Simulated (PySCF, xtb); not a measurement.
GeH₅Si, SMILES [SiH3][GeH2], multiplicity 2.

Harmonic wavenumbers (cm⁻¹) from GFN2-xTB (xtb) at its own minimum, in rising order: 60, 307, 335, 359, 468, 501, 737, 773, 794, 897, 1577, 1689, 2232, 2245, 2253.

**Question.** What does PBE-D3(BJ)/def2-TZVP run with PySCF give at its own minimum? (An estimate is asked for; the answer gives what the named calculation found.)

**Answer.** 106, 327, 353, 376, 538, 578, 794, 852, 902, 904, 2025, 2056, 2134, 2165, 2175. Paired by order, the mean absolute difference is 105 cm⁻¹ and the zero-point energies are 21.8 and 23.3 kcal/mol.
